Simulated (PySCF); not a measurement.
PySCF job for 2-chloroprop-1-ene (C3H5Cl), SMILES CC(=C)Cl, PBE-D3(BJ)/def2-SVP. Geometry: PBE-D3(BJ)/def2-SVP.

```python
import numpy as np
from pyscf import gto, scf, dft, df
from pyscf.hessian import thermo

mol = gto.M(
    atom='''
    C     1.37184138   -0.96416186   -0.00000000
    C     0.13334362   -0.44200898   -0.00000000
    C    -1.15776300   -1.20035614    0.00000000
    Cl   -0.07942746    1.30573436   -0.00000000
    H     2.26811469   -0.32892829   -0.00000000
    H     1.49970504   -2.05706486   -0.00000000
    H    -1.76565043   -0.94042649    0.89136345
    H    -0.97078397   -2.29147611    0.00000000
    H    -1.76565043   -0.94042649   -0.89136345
    ''',
    basis='def2-SVP',
    charge=0,
    spin=0,
    max_memory=1600,
    verbose=3,
)
mf = dft.RKS(mol, xc='pbe').density_fit(auxbasis='def2-universal-jkfit')
mf.disp = 'd3bj'
mf.grids.level = 3
mf.conv_tol = 1e-11
mf.max_cycle = 100
mf.kernel()

# analytic Hessian; the response equations are solved on a coarser grid
h, args, fine = mf.Hessian(), (mf.mo_energy, mf.mo_coeff, mf.mo_occ), mf.grids
h.max_memory = max(150, 2.5e-5 * df.make_auxmol(mol, mf.with_df.auxbasis).nao * mol.nelec[0] * (mol.nelec[0] + mol.nao))  # MB; small integral blocks
h1ao = h.make_h1(mf.mo_coeff, mf.mo_occ)
mf.grids = dft.Grids(mol).set(level=1).build(with_non0tab=True)
mo1, mo_e1 = h.solve_mo1(*args, h1ao)
mf.grids = fine
hess = h.hess_elec(*args, mo1, mo_e1, h1ao) + h.hess_nuc()
if mf.do_disp():
    hess += h.get_dispersion()
for i in range(mol.natm):  # the analytic DFT Hessian lacks the response of the grid: restore translational invariance
    hess[i, i] -= hess[i].sum(axis=0)
hess = (hess + hess.transpose(1, 0, 3, 2)) / 2
vib = thermo.harmonic_analysis(mol, hess, imaginary_freq=False)
thermo.dump_normal_mode(mol, vib)
th = thermo.thermo(mf, vib['freq_au'][vib['freq_au'] > 0], 298.15, 101325)
thermo.dump_thermo(mol, th)
g0 = mf.nuc_grad_method().set(verbose=0).kernel()

# dipole derivatives [dipole axis, atom, xyz] from the same response
r, irp = mol.intor('int1e_r'), mol.intor('int1e_irp').reshape(3, 3, mol.nao, mol.nao)
sl, dm0, ok = mol.aoslice_by_atom(), np.array(mf.make_rdm1()), []
dmu = np.einsum('a,xt->xat', mol.atom_charges(), np.eye(3))
for a, (_, _, p0, p1) in enumerate(sl):
    dmu[:, a] += 2 * np.einsum('xtij,ij->xt', irp[:, :, :, p0:p1], dm0.reshape(-1, mol.nao, mol.nao).sum(0)[:, p0:p1])
    for u, c, occ, f in [(mo1, mf.mo_coeff, mf.mo_occ, 4)]:
        dmu[:, a] -= f * np.einsum('tui,xuv,vi->xt', u[a], r, c[:, occ > 0], optimize=True)
L = vib['norm_mode']
ir = 974.8801 * (np.einsum('xat,kat->kx', dmu, L) ** 2).sum(1)       # km/mol
apt = np.einsum('xax->a', dmu) / 3
print('mode   freq/cm-1   IR/(km/mol)')
for k, w in enumerate(vib['freq_wavenumber']):
    print(f'{k + 1:4d} {w:11.2f} {ir[k]:13.3f}')
print('max |gradient| / (hartree/bohr):', abs(g0).max())
print('APT charges:', apt.round(4))
```

Program output:

```
converged SCF energy = -576.931495748824

WARN: DFTD3 does not support analytical Hessian, using finite difference


WARN: Mole.unit (angstrom) is changed to Bohr

Mode                                 0                   1                   2
Irrep
Freq [cm^-1]                      205.0493            340.6245            388.4847
Reduced mass [au]                   1.0432              3.2100              2.5680
Force const [Dyne/A]                0.0258              0.2194              0.2283
Char temp [K]                     295.0203            490.0828            558.9430
Normal mode                   x     y     z       x     y     z       x     y     z
       0   C                -0.00  0.00  0.04    0.08 -0.04  0.00    0.03  0.15  0.00
       1   C                -0.00  0.00 -0.01    0.09 -0.02 -0.00   -0.05 -0.04 -0.00
       2   C                 0.00 -0.00  0.00    0.00  0.16  0.00   -0.09  0.02  0.00
       3  Cl                 0.00  0.00 -0.02   -0.06 -0.05 -0.00    0.04 -0.06  0.00
       4   H                -0.00 -0.00  0.09    0.10 -0.07  0.00   -0.13  0.38  0.00
       5   H                -0.00  0.00  0.04    0.05 -0.04  0.00    0.30  0.18  0.00
       6   H                 0.26 -0.41  0.30    0.05  0.29 -0.01   -0.07  0.07 -0.00
       7   H                 0.00 -0.00 -0.54   -0.22  0.12 -0.00   -0.18  0.00 -0.00
       8   H                -0.26  0.41  0.30    0.05  0.29  0.01   -0.07  0.07  0.00
Mode                                 3                   4                   5
Irrep
Freq [cm^-1]                      440.0764            631.7824            681.3376
Reduced mass [au]                   2.7601              4.6458              1.0443
Force const [Dyne/A]                0.3149              1.0926              0.2856
Char temp [K]                     633.1720            908.9942            980.2931
Normal mode                   x     y     z       x     y     z       x     y     z
       0   C                 0.00  0.00 -0.06   -0.09  0.06  0.00    0.00 -0.00 -0.00
       1   C                 0.00 -0.00  0.23   -0.03  0.15  0.00    0.00 -0.00  0.05
       2   C                -0.00  0.00 -0.02    0.08  0.06 -0.00   -0.00 -0.00 -0.00
       3  Cl                -0.00 -0.00 -0.03    0.01 -0.09 -0.00   -0.00  0.00 -0.02
       4   H                 0.00  0.00 -0.26    0.00 -0.07  0.00   -0.00  0.00  0.60
       5   H                 0.00  0.00 -0.12   -0.27  0.04 -0.00    0.00 -0.00 -0.75
       6   H                -0.21 -0.17 -0.12    0.04 -0.04  0.00    0.07  0.04  0.04
       7   H                -0.00  0.00 -0.22    0.26  0.10  0.00    0.00  0.00  0.10
       8   H                 0.21  0.17 -0.12    0.04 -0.04 -0.00   -0.07 -0.04  0.04
Mode                                 6                   7                   8
Irrep
Freq [cm^-1]                      842.4287            901.6875            969.3031
Reduced mass [au]                   1.3401              1.6754              1.5178
Force const [Dyne/A]                0.5604              0.8026              0.8402
Char temp [K]                    1212.0673           1297.3275           1394.6113
Normal mode                   x     y     z       x     y     z       x     y     z
       0   C                 0.00 -0.00  0.14   -0.09 -0.09 -0.00    0.07 -0.05 -0.00
       1   C                 0.00 -0.00 -0.04   -0.04 -0.06  0.00    0.04  0.04  0.00
       2   C                -0.00  0.00 -0.01    0.10  0.07 -0.00   -0.12  0.08 -0.00
       3  Cl                -0.00  0.00  0.00   -0.00  0.01 -0.00   -0.01 -0.01 -0.00
       4   H                -0.00  0.00 -0.65   -0.40  0.36 -0.00    0.04  0.00 -0.00
       5   H                 0.00 -0.00 -0.55    0.42 -0.02  0.00    0.22 -0.03  0.00
       6   H                 0.03  0.01  0.01    0.10  0.02  0.01   -0.21 -0.36  0.06
       7   H                 0.00  0.00  0.01    0.24  0.10  0.00    0.44  0.17  0.00
       8   H                -0.03 -0.01  0.01    0.10  0.02 -0.01   -0.21 -0.36 -0.06
Mode                                 9                  10                  11
Irrep
Freq [cm^-1]                     1016.4566           1152.3981           1327.5420
Reduced mass [au]                   1.4634              2.5147              1.1682
Force const [Dyne/A]                0.8908              1.9677              1.2130
Char temp [K]                    1462.4547           1658.0444           1910.0373
Normal mode                   x     y     z       x     y     z       x     y     z
       0   C                -0.00  0.00 -0.01    0.01  0.08  0.00    0.01 -0.00  0.00
       1   C                -0.00 -0.00  0.10   -0.06 -0.19 -0.00    0.06 -0.03 -0.00
       2   C                 0.00 -0.00 -0.13    0.02  0.08  0.00    0.07  0.06  0.00
       3  Cl                 0.00  0.00 -0.00    0.00  0.01 -0.00   -0.00  0.00  0.00
       4   H                 0.00 -0.00 -0.15    0.17 -0.16  0.00   -0.24  0.34  0.00
       5   H                -0.00  0.00  0.12   -0.35  0.04 -0.00   -0.44 -0.04 -0.00
       6   H                 0.47  0.18  0.14    0.09 -0.05  0.08   -0.24 -0.30 -0.10
       7   H                -0.00 -0.00  0.27    0.34  0.14  0.00   -0.39 -0.03 -0.00
       8   H                -0.47 -0.18  0.14    0.09 -0.05 -0.08   -0.24 -0.30  0.10
Mode                                12                  13                  14
Irrep
Freq [cm^-1]                     1356.9300           1388.3141           1404.6490
Reduced mass [au]                   1.2830              1.0404              1.0500
Force const [Dyne/A]                1.3918              1.1815              1.2206
Char temp [K]                    1952.3201           1997.4748           2020.9771
Normal mode                   x     y     z       x     y     z       x     y     z
       0   C                -0.02  0.02 -0.00    0.00  0.00 -0.00    0.03 -0.01 -0.00
       1   C                -0.08 -0.02 -0.00   -0.00 -0.00  0.02    0.01 -0.01 -0.00
       2   C                 0.10  0.04  0.00    0.00  0.00  0.05    0.01 -0.05 -0.00
       3  Cl                 0.00  0.00  0.00   -0.00 -0.00 -0.00   -0.00  0.00 -0.00
       4   H                 0.29 -0.40  0.00    0.00 -0.00 -0.00   -0.08  0.14 -0.00
       5   H                 0.43  0.06 -0.00   -0.00 -0.00 -0.01   -0.18 -0.03  0.00
       6   H                -0.29 -0.10 -0.21    0.09  0.48 -0.04   -0.35  0.33 -0.34
       7   H                -0.22 -0.01  0.00    0.00 -0.00 -0.69    0.43  0.04  0.00
       8   H                -0.29 -0.10  0.21   -0.09 -0.48 -0.04   -0.35  0.33  0.34
Mode                                15                  16                  17
Irrep
Freq [cm^-1]                     1666.9747           2971.1384           3050.1722
Reduced mass [au]                   6.3181              1.0365              1.1018
Force const [Dyne/A]               10.3441              5.3911              6.0396
Char temp [K]                    2398.4054           4274.8066           4388.5186
Normal mode                   x     y     z       x     y     z       x     y     z
       0   C                 0.16 -0.07 -0.00    0.00 -0.00 -0.00   -0.00  0.00  0.00
       1   C                -0.20  0.06  0.00   -0.00 -0.00  0.00    0.00 -0.00  0.00
       2   C                 0.03  0.01  0.00    0.05  0.02 -0.00    0.00 -0.00  0.09
       3  Cl                 0.00 -0.00  0.00    0.00 -0.00  0.00   -0.00  0.00 -0.00
       4   H                 0.03  0.17 -0.00   -0.01 -0.01 -0.00   -0.00  0.00  0.00
       5   H                -0.14 -0.13 -0.00   -0.00  0.01  0.00    0.00 -0.00 -0.00
       6   H                 0.07  0.01  0.03   -0.32  0.14  0.49    0.37 -0.16 -0.53
       7   H                -0.08 -0.01 -0.00    0.09 -0.48  0.00   -0.00  0.00  0.01
       8   H                 0.07  0.01 -0.03   -0.32  0.14 -0.49   -0.37  0.16 -0.53
Mode                                18                  19                  20
Irrep
Freq [cm^-1]                     3082.7262           3092.7441           3199.9324
Reduced mass [au]                   1.1040              1.0616              1.1181
Force const [Dyne/A]                6.1817              5.9826              6.7454
Char temp [K]                    4435.3567           4449.7702           4603.9902
Normal mode                   x     y     z       x     y     z       x     y     z
       0   C                -0.01  0.01  0.00    0.06 -0.04  0.00    0.05  0.08 -0.00
       1   C                 0.00 -0.00 -0.00   -0.01  0.00 -0.00   -0.00  0.00  0.00
       2   C                 0.04 -0.08 -0.00    0.00 -0.01 -0.00   -0.00  0.00  0.00
       3  Cl                -0.00  0.00 -0.00   -0.00  0.00 -0.00    0.00 -0.00  0.00
       4   H                 0.04  0.03  0.00   -0.49 -0.36  0.00   -0.60 -0.42  0.00
       5   H                 0.01 -0.08  0.00   -0.08  0.74  0.00    0.07 -0.58 -0.00
       6   H                -0.17  0.07  0.27   -0.01  0.01  0.02    0.00 -0.00 -0.00
       7   H                -0.14  0.81 -0.00   -0.02  0.09 -0.00    0.00 -0.01  0.00
       8   H                -0.17  0.07 -0.27   -0.01  0.01 -0.02    0.00 -0.00  0.00
temperature 298.1500 [K]
pressure 101325.00 [Pa]
Rotational constants [GHz] 9.13082 4.88424 3.24759
Symmetry number 1
Zero-point energy (ZPE) 0.06860 [Eh]   180102.290 [J/mol]
                           tot       elec      trans        rot        vib
Entropy [J/mol/K]       295.524      0.000    162.843    105.478     27.204
Cv [J/mol/K]             69.879      0.000     12.472     12.472     44.935
Cp [J/mol/K]             78.193      0.000     20.786     12.472     44.935
Internal energy [J/mol]                      3718.434   3718.434 185444.664
Internal energy [Eh]   -576.85803  -576.93150
Enthalpy [J/mol]                             6197.391   3718.434 185444.664
Enthalpy [Eh]          -576.85709
Gibbs free energy [J/mol]                  -42354.225 -27729.695 177333.795
Gibbs free energy [Eh] -576.89065
mode   freq/cm-1   IR/(km/mol)
   1      205.05         0.815
   2      340.62         1.538
   3      388.48         1.034
   4      440.08         6.364
   5      631.78        31.320
   6      681.34         0.003
   7      842.43        40.155
   8      901.69         2.128
   9      969.30         1.594
  10     1016.46         0.330
  11     1152.40        64.612
  12     1327.54         7.190
  13     1356.93         2.981
  14     1388.31        11.403
  15     1404.65        10.504
  16     1666.97        51.807
  17     2971.14        10.297
  18     3050.17         4.704
  19     3082.73         7.534
  20     3092.74         0.909
  21     3199.93         1.143
max |gradient| / (hartree/bohr): 2.8634845536883562e-05
APT charges: [-0.257   0.4854 -0.0428 -0.338   0.0676  0.0443  0.0169  0.0067  0.0169]
```

The calculation finished and met its thresholds.
